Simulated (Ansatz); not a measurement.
`BO[SiH2]B` + H₂ → `BO[SiH3]` + BH₃ at 600 K and 1 bar (hydrogenolysis of the Si–B bond).

Gas-phase electronic energies from Ansatz, PBE0-D4/def2-TZVP geometries. CBS: MP2 limit from def2 TZ/QZ plus the TZ coupled-cluster correction, frozen cores. This one scheme is used for every species. Each species was taken in one conformer, which may not be the lowest.

```json
{"species": "`BO[SiH2]B`", "CCSD(T)/CBS energy (Eh)": "-417.47687", "H − E (kJ/mol)": "224.3", "S (J/(mol·K))": "423.6"}
{"species": "H₂", "CCSD(T)/CBS energy (Eh)": "-1.17544", "H − E (kJ/mol)": "43.9", "S (J/(mol·K))": "150.8"}
{"species": "`BO[SiH3]`", "CCSD(T)/CBS energy (Eh)": "-392.11480", "H − E (kJ/mol)": "178.4", "S (J/(mol·K))": "358.6"}
{"species": "BH₃", "CCSD(T)/CBS energy (Eh)": "-26.55200", "H − E (kJ/mol)": "91.5", "S (J/(mol·K))": "217.3"}
```

H − E and S are ideal-gas, rigid-rotor, harmonic terms from PBE0-D4/def2-TZVP, for one conformer and one mirror image of each species. For small species the MP2-based limit differs from directly extrapolated CCSD(T) by up to some mEh (0.8 for H₂); such offsets cancel only in part. 1 Eh = 2625.50 kJ/mol, R = 8.31446 J/(mol·K).

By hand: ΔE, ΔH, ΔS and ΔG.

ΔE = (-392.11480) + (-26.55200) − (-417.47687) − (-1.17544) = -0.01449 Eh = -38.0 kJ/mol. Δ(H − E) = 178.4 + 91.5 − 224.3 − 43.9 = 1.7, so ΔH = -36.3 kJ/mol. ΔS = 358.6 + 217.3 − 423.6 − 150.8 = 1.5 J/(mol·K). ΔG = -36.3 − 600 × (1.5)/1000 = -37.2 kJ/mol.

By hand: the equilibrium constant, and the temperature at which ΔG would vanish if ΔH and ΔS stayed fixed.

log₁₀ K = −ΔG/(RT ln 10) = 3.2. ΔH and −TΔS have one sign here, so there is no such temperature.

The number of gas molecules stays the same, so ΔS is small and ΔH decides. A doubt of 5 kJ/mol in ΔE shifts log₁₀ K by 0.4 here. Other conformers and mirror images would add mixing entropy, several J/(mol·K) or more a flexible species. Modes under 60 cm⁻¹, often nearly free rotors, make the harmonic entropy too high. These are equilibria of isolated gas molecules and say nothing of rates. Largest T1 diagnostic: 0.013 (customary marks: 0.02 for closed shells, 0.045 for open ones).

ΔS is within the doubt of such terms, so its sign, and with it that verdict, could turn.
